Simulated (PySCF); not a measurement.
PySCF input for B(H)(Me)(NCO) (C₂H₄BNO), SMILES CBN=C=O, B3LYP-D3(BJ)/def2-SVP. Coordinates come from a B3LYP-D3(BJ)/def2-SVP optimisation. The values are those of a single conformer.

```python
import numpy as np
from pyscf import gto, scf, dft, df
from pyscf.hessian import thermo

mol = gto.M(
    atom='''
    B    -0.61646922   -1.18586150    0.00000000
    H    -1.80183043   -1.43167486    0.00000000
    C     0.43833160   -2.34148975   -0.00000000
    H     0.26714221   -2.99341708   -0.87646705
    H     1.48647113   -2.00896136    0.00000000
    H     0.26714221   -2.99341707    0.87646705
    N    -0.23995026    0.18042546   -0.00000001
    C    -0.00394391    1.35568596    0.00000000
    O     0.24209334    2.50107780    0.00000000
    ''',
    basis='def2-SVP',
    charge=0,
    spin=0,
    max_memory=1600,
    verbose=3,
)
mf = dft.RKS(mol, xc='b3lyp').density_fit(auxbasis='def2-universal-jkfit')
mf.disp = 'd3bj'
mf.grids.level = 3
mf.conv_tol = 1e-11
mf.max_cycle = 100
mf.kernel()

# [left out here: the lines that compute and print the analytic Hessian (its translational invariance restored by hand, since the grid's response is missing), thermochemistry and intensities]
```

Program output:

```
converged SCF energy = -233.332374199216

WARN: DFTD3 does not support analytical Hessian, using finite difference


WARN: Mole.unit (angstrom) is changed to Bohr

Mode                                 0                   1                   2
Irrep
Freq [cm^-1]                       55.5358             63.0708            147.3168
Reduced mass [au]                   5.5672              1.1031              4.7779
Force const [Dyne/A]                0.0101              0.0026              0.0611
Char temp [K]                      79.9036             90.7448            211.9560
Normal mode                   x     y     z       x     y     z       x     y     z
       0   B                -0.04 -0.03  0.00    0.00  0.00  0.06   -0.00 -0.00 -0.10
       1   H                -0.01 -0.15  0.00    0.00  0.00  0.05    0.00 -0.00 -0.36
       2   C                 0.08  0.08 -0.00   -0.00 -0.00 -0.01    0.00  0.00 -0.04
       3   H                 0.15  0.07 -0.00    0.26  0.40 -0.37    0.01 -0.09  0.03
       4   H                 0.05  0.19  0.00   -0.00 -0.00  0.40    0.00  0.00 -0.04
       5   H                 0.15  0.07 -0.00   -0.26 -0.40 -0.37   -0.01  0.09  0.03
       6   N                -0.18  0.01  0.00    0.00 -0.00  0.04   -0.00  0.00  0.20
       7   C                -0.01 -0.02 -0.00    0.00  0.00 -0.00   -0.00 -0.00  0.05
       8   O                 0.11 -0.05 -0.00   -0.00  0.00 -0.04    0.00 -0.00 -0.10
Mode                                 3                   4                   5
Irrep
Freq [cm^-1]                      381.4817            564.0156            628.5907
Reduced mass [au]                   3.0485             12.5674              2.6597
Force const [Dyne/A]                0.2614              2.3555              0.6192
Char temp [K]                     548.8672            811.4928            904.4020
Normal mode                   x     y     z       x     y     z       x     y     z
       0   B                 0.12 -0.01  0.00   -0.01 -0.00  0.00   -0.00 -0.00  0.03
       1   H                 0.14 -0.11  0.00   -0.00 -0.02  0.00   -0.00  0.00 -0.35
       2   C                 0.02 -0.14 -0.00   -0.01  0.01 -0.00   -0.00 -0.00  0.04
       3   H                -0.15 -0.10  0.01   -0.01  0.01  0.00   -0.21  0.19 -0.06
       4   H                 0.10 -0.40  0.00   -0.00 -0.00  0.00   -0.00  0.00 -0.18
       5   H                -0.15 -0.10 -0.01   -0.01  0.01 -0.00    0.21 -0.19 -0.06
       6   N                -0.11  0.07 -0.00   -0.08  0.02  0.00   -0.00  0.00  0.07
       7   C                -0.02  0.06  0.00    0.24 -0.05 -0.00    0.00  0.00 -0.20
       8   O                 0.03  0.05 -0.00   -0.10  0.02  0.00    0.00  0.00  0.08
Mode                                 6                   7                   8
Irrep
Freq [cm^-1]                      643.3298            713.2680            942.7879
Reduced mass [au]                   1.6321              2.0894              1.8754
Force const [Dyne/A]                0.3980              0.6263              0.9821
Char temp [K]                     925.6084           1026.2339           1356.4619
Normal mode                   x     y     z       x     y     z       x     y     z
       0   B                 0.00  0.00 -0.03    0.11  0.07  0.00    0.10  0.13 -0.00
       1   H                 0.00 -0.00  0.44    0.14 -0.08 -0.00    0.00  0.61  0.00
       2   C                 0.00  0.00 -0.06   -0.01  0.14  0.00   -0.03 -0.06  0.00
       3   H                 0.29 -0.26  0.09   -0.35  0.19  0.03    0.19 -0.05 -0.04
       4   H                 0.00 -0.00  0.25    0.11 -0.28 -0.00   -0.09  0.17 -0.00
       5   H                -0.29  0.26  0.09   -0.35  0.19 -0.03    0.19 -0.05  0.04
       6   N                 0.00 -0.00  0.07   -0.00 -0.02 -0.00   -0.05  0.02  0.00
       7   C                -0.00 -0.00 -0.14   -0.02 -0.06  0.00   -0.01 -0.04  0.00
       8   O                -0.00 -0.00  0.05   -0.02 -0.08 -0.00   -0.01 -0.08 -0.00
Mode                                 9                  10                  11
Irrep
Freq [cm^-1]                      955.7623           1023.1339           1201.2511
Reduced mass [au]                   1.8138              1.9511              1.6430
Force const [Dyne/A]                0.9762              1.2034              1.3969
Char temp [K]                    1375.1291           1472.0619           1728.3329
Normal mode                   x     y     z       x     y     z       x     y     z
       0   B                -0.00 -0.00 -0.18    0.15 -0.08  0.00    0.03 -0.17 -0.00
       1   H                 0.00 -0.00  0.56    0.20 -0.30 -0.00   -0.13  0.63  0.00
       2   C                -0.00  0.00  0.10   -0.13  0.01 -0.00    0.03  0.03  0.00
       3   H                -0.15  0.23 -0.06    0.05  0.07 -0.07   -0.23  0.12 -0.01
       4   H                -0.00 -0.00 -0.18   -0.28  0.48  0.00   -0.01  0.11 -0.00
       5   H                 0.15 -0.23 -0.06    0.05  0.07  0.07   -0.23  0.12  0.01
       6   N                 0.00 -0.00  0.04   -0.01 -0.00 -0.00   -0.02 -0.03  0.00
       7   C                 0.00  0.00  0.00   -0.00  0.01 -0.00   -0.00  0.01 -0.00
       8   O                 0.00  0.00 -0.00    0.01  0.02 -0.00    0.01  0.06  0.00
Mode                                12                  13                  14
Irrep
Freq [cm^-1]                     1317.7005           1427.9721           1431.8126
Reduced mass [au]                   1.4421              1.0931              1.0505
Force const [Dyne/A]                1.4753              1.3133              1.2689
Char temp [K]                    1895.8776           2054.5340           2060.0595
Normal mode                   x     y     z       x     y     z       x     y     z
       0   B                -0.04  0.06 -0.00   -0.00  0.03 -0.00    0.00  0.00 -0.02
       1   H                -0.02 -0.13 -0.00    0.01 -0.06 -0.00    0.00 -0.00  0.06
       2   C                 0.08 -0.12  0.00    0.07 -0.01  0.00    0.00 -0.00 -0.06
       3   H                -0.24  0.36 -0.29   -0.33 -0.35  0.32   -0.46 -0.01  0.05
       4   H                -0.07  0.33 -0.00   -0.10  0.48 -0.00    0.00  0.00  0.72
       5   H                -0.24  0.36  0.29   -0.33 -0.35 -0.32    0.46  0.01  0.05
       6   N                 0.01  0.02 -0.00    0.01  0.03 -0.00    0.00  0.00  0.00
       7   C                 0.00  0.00  0.00    0.00  0.00  0.00    0.00  0.00  0.00
       8   O                -0.01 -0.02  0.00   -0.01 -0.03  0.00   -0.00 -0.00 -0.00
Mode                                15                  16                  17
Irrep
Freq [cm^-1]                     1615.0308           2464.2770           2579.6502
Reduced mass [au]                  12.0875             11.8073              1.1026
Force const [Dyne/A]               18.5758             42.2454              4.3230
Char temp [K]                    2323.6698           3545.5459           3711.5423
Normal mode                   x     y     z       x     y     z       x     y     z
       0   B                -0.02 -0.12  0.00   -0.01 -0.01 -0.00    0.09  0.02  0.00
       1   H                -0.05  0.03  0.00    0.08  0.00 -0.00   -0.93 -0.19 -0.00
       2   C                -0.01  0.01 -0.00    0.00 -0.00  0.00   -0.00  0.00  0.00
       3   H                 0.02  0.03 -0.02    0.00 -0.00 -0.00    0.00  0.00  0.01
       4   H                 0.01 -0.06  0.00   -0.00  0.00  0.00    0.00  0.00 -0.00
       5   H                 0.02  0.03  0.02    0.00 -0.00  0.00    0.00  0.00 -0.01
       6   N                 0.04  0.18 -0.00    0.03  0.12  0.00    0.00  0.01  0.00
       7   C                 0.01  0.05  0.00   -0.05 -0.23 -0.00   -0.00 -0.02 -0.00
       8   O                -0.03 -0.13 -0.00    0.02  0.08  0.00    0.00  0.01  0.00
Mode                                18                  19                  20
Irrep
Freq [cm^-1]                     3013.9644           3074.0965           3131.2652
Reduced mass [au]                   1.0403              1.0954              1.1025
Force const [Dyne/A]                5.5681              6.0987              6.3692
Char temp [K]                    4336.4238           4422.9405           4505.1935
Normal mode                   x     y     z       x     y     z       x     y     z
       0   B                -0.00  0.00 -0.00   -0.00 -0.00  0.00    0.00  0.00  0.00
       1   H                 0.01 -0.00  0.00    0.00  0.00 -0.00   -0.01 -0.00  0.00
       2   C                 0.02 -0.05 -0.00   -0.00 -0.00  0.09    0.07  0.05  0.00
       3   H                 0.10  0.36  0.50   -0.10 -0.41 -0.52   -0.03 -0.16 -0.23
       4   H                -0.40 -0.14  0.00    0.00  0.00  0.01   -0.82 -0.26  0.00
       5   H                 0.10  0.36 -0.50    0.10  0.41 -0.52   -0.03 -0.16  0.23
       6   N                 0.00  0.00  0.00    0.00  0.00  0.00   -0.00 -0.00  0.00
       7   C                 0.00 -0.00 -0.00    0.00  0.00  0.00    0.00  0.00  0.00
       8   O                -0.00 -0.00 -0.00   -0.00 -0.00 -0.00   -0.00 -0.00 -0.00
temperature 298.1500 [K]
pressure 101325.00 [Pa]
Rotational constants [GHz] 33.00517 2.21245 2.10015
Symmetry number 1
Zero-point energy (ZPE) 0.06237 [Eh]   163740.738 [J/mol]
                           tot       elec      trans        rot        vib
Entropy [J/mol/K]       328.354      0.000    161.529    105.240     61.586
Cv [J/mol/K]             79.344      0.000     12.472     12.472     54.401
Cp [J/mol/K]             87.659      0.000     20.786     12.472     54.401
Internal energy [J/mol]                      3718.434   3718.434 172521.470
Internal energy [Eh]   -233.26383  -233.33237
Enthalpy [J/mol]                             6197.391   3718.434 172521.470
Enthalpy [Eh]          -233.26289
Gibbs free energy [J/mol]                  -41962.411 -27658.806 154159.750
Gibbs free energy [Eh] -233.30018
static polarisability / bohr^3: [[33.118  5.353  0.   ]
 [ 5.353 70.646  0.   ]
 [ 0.     0.    26.321]]
largest difference of analytic and finite-field dipole derivatives / e: 0.0028437781809640406
mode   freq/cm-1   IR/(km/mol)   Raman/(A^4/amu)   depolarisation
   1       55.54         0.258             2.101            0.741
   2       63.07         0.884             0.083            0.750
   3      147.32         0.291             0.478            0.750
   4      381.48         3.399             1.760            0.380
   5      564.02        25.766             1.446            0.733
   6      628.59        14.891             0.929            0.750
   7      643.33        13.915             1.768            0.750
   8      713.27         3.578             5.278            0.152
   9      942.79        43.657             7.998            0.299
  10      955.76        52.509             1.201            0.750
  11     1023.13        19.688             4.771            0.311
  12     1201.25       175.366             0.370            0.685
  13     1317.70       108.942             9.595            0.671
  14     1427.97         3.424            16.764            0.715
  15     1431.81         3.312            12.671            0.750
  16     1615.03        83.154            42.863            0.283
  17     2464.28      1604.447             6.968            0.089
  18     2579.65       131.145           136.316            0.207
  19     3013.96         0.115           188.329            0.021
  20     3074.10         4.400           115.986            0.750
  21     3131.27        14.729            73.709            0.748
max |gradient| / (hartree/bohr): 3.425248848215102e-05
APT charges: [ 1.0578 -0.2247 -0.328   0.0343  0.004   0.0343 -1.1468  1.377  -0.808 ]
```

Self-consistency was reached.
